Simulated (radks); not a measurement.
Values are calculated unless marked as measured or tabulated.
Q: Radial electron density D(r) = 4 pi r^2 rho(r) of an atom or ion with 61 electrons. Code: a radial shooting solver on a logarithmic mesh with Libxc functionals. Model: scalar-relativistic Kohn-Sham, PBE, spin-polarised, spherical densities, finite nucleus; Fermi nuclear charge, rms radius of each element as measured or else 0.836 A^(1/3) + 0.57 fm.

```
   r/bohr * D(r) (the largest magnitude, 107, reaches the edge; | marks zero)
 0.001307 |  *
 0.001533 |   *
 0.001785 |   *
 0.002078 |     *
 0.002439 |      *
 0.002839 |        *
 0.003332 |          *
 0.003879 |             *
 0.004552 |                *
 0.005299 |                   *
 0.006169 |                       *
 0.007239 |                           *
 0.008428 |                               *
  0.00989 |                                   *
  0.01151 |                                      *
   0.0134 |                                        *
  0.01573 |                                         *
  0.01831 |                                        *
  0.02149 |                                       *
  0.02502 |                                     *
  0.02912 |                                    *
  0.03418 |                                    *
  0.03979 |                                       *
  0.04669 |                                           *
  0.05436 |                                                 *
  0.06379 |                                                     *
  0.07426 |                                                      *
  0.08645 |                                                   *
   0.1014 |                                              *
   0.1181 |                                         *
   0.1386 |                                        *
   0.1613 |                                           *
   0.1878 |                                               *
   0.2204 |                                              *
   0.2566 |                                       *
   0.3011 |                            *
   0.3506 |                    *
   0.4114 |                  *
   0.4789 |                    *
   0.5575 |                     *
   0.6543 |                   *
   0.7617 |              *
   0.8939 |         *
    1.041 |      *
    1.211 |     *
    1.422 |    *
    1.655 |   *
    1.942 | *
    2.261 |*
    2.632 |*
    3.089 |*
    3.596 *
     4.22 *
    4.912 *
    5.765 *
    6.711 *
    7.813 *
    9.169 *
    10.67 *
    12.53 *
    14.58 *
```

What is the nuclear charge?

A: Z = 61. The innermost maximum, from 1s, lies near gamma/Z bohr with gamma = sqrt(1 - (Z/c)^2) = 0.895, here 0.0147 bohr (found: 0.0161), and its height grows with Z. The density is that of neutral promethium in [Xe] 4f5 6s2; the configuration itself is not fixed sharply by these data, and Z only to a few units. D(r) has 4 maxima, at r = 0.0161, 0.0713, 0.200, 0.553 bohr, and minima at 0.0308, 0.132, 0.402 bohr, inside which lie 1.94, 11.17, 29.20 electrons.
